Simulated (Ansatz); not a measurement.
Ansatz (an electronic-structure program) input:

Ansatz 0.2 input:
```yaml
crystal:
  periodic: [false, false, false]
  atoms:
    - {symbol: C, position_ang: [1.82989547, 0.06063765, -0.70269423]}
    - {symbol: Ge, position_ang: [-0.00052471, -0.00123045, 0.00083824]}
    - {symbol: C, position_ang: [-1.14278144, -1.08739657, -1.18742361]}
    - {symbol: C, position_ang: [-0.76816566, 1.79187868, 0.21228715]}
    - {symbol: N, position_ang: [0.13760924, -0.70331520, 1.72148352]}
    - {symbol: H, position_ang: [2.46181028, 0.65974518, -0.04747282]}
    - {symbol: H, position_ang: [2.24994317, -0.94414927, -0.76621673]}
    - {symbol: H, position_ang: [1.84207466, 0.49921653, -1.70118112]}
    - {symbol: H, position_ang: [-1.19655416, -0.64219734, -2.18247336]}
    - {symbol: H, position_ang: [-0.74121968, -2.09704554, -1.28303858]}
    - {symbol: H, position_ang: [-2.15445784, -1.15532179, -0.78532642]}
    - {symbol: H, position_ang: [-1.76638627, 1.73216739, 0.64824830]}
    - {symbol: H, position_ang: [-0.84727603, 2.29128916, -0.75404952]}
    - {symbol: H, position_ang: [-0.13872434, 2.39263444, 0.86837966]}
    - {symbol: H, position_ang: [-0.73841627, -0.74661994, 2.22668257]}
    - {symbol: H, position_ang: [0.56904234, -1.61785655, 1.76622371]}
basis:
  gaussian:
    orbitals: def2-TZVPD
hamiltonian:
  xc: {name: B2PLYP}
total_charge: 1
magnetization: {spin_polarized: true, initial_magnetization: 1}
correlation: {electrons: outside_noble_gas}
```

Problem. What final total energy does it print?

Solution. -2251.88712 Eh (B2PLYP/def2-TZVPD). The basis has 301 functions.

This state (charge 1, doublet) is run at the relaxed geometry of the species with charge 0 and multiplicity 1.
